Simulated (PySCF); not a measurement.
Species: 3-(trifluoromethyl)pyridine, C₆H₄F₃N.
Numbering: `[F:1][C:2]([F:3])([F:4])[c:5]1[cH:6][cH:7][cH:8][n:9][cH:10]1` (hydrogens: H11 on C6; H12 on C7; H13 on C8; H14 on C10)

Torsions of this conformer, `[F:1][C:2]([F:3])([F:4])[c:5]1[cH:6][cH:7][cH:8][n:9][cH:10]1`: F1–C2–C5–C6 91°.

The closed-shell ground state was solved at several levels (PySCF, density fitting, gas phase, non-relativistic). Geometry: PBE0-D3(BJ)/def2-SVP; no solvent, vibrations or thermal averaging.

| level | basis functions | HOMO (eV) | LUMO (eV) | gap (eV) | dipole (D) |
| --- | --- | --- | --- | --- | --- |
| PBE0/pcSseg-1 | 190 | -7.93 | -1.45 | 6.48 | 2.51 |
| wB97X-D/def2-SVPD | 241 | -9.87 | 0.25 | 10.12 | 2.58 |
| KT3/pcSseg-1 | 190 | -6.51 | -2.26 | 4.25 | 2.33 |

Question: Estimate the row for B3LYP/pcJ-1, a basis of 310 functions; the other rows only guide the guess.

Answer: HOMO -7.65 eV, LUMO -1.62 eV, gap 6.03 eV, dipole 2.52 D.

Question: Over all these levels, which gives the widest orbital gap and which the narrowest?

Answer: wB97X-D/def2-SVPD (range-separated hybrid) has the widest, 10.12 eV, and KT3/pcSseg-1 (GGA) the narrowest, 4.25 eV. Functional and basis both differ between the two, so the spread mixes both effects.

Question: How far do the dipole and the HOMO energy spread over the levels?

Answer: The dipole runs from 2.33 to 2.58 D (mean 2.49 D) and the HOMO from -9.87 to -6.51 eV.
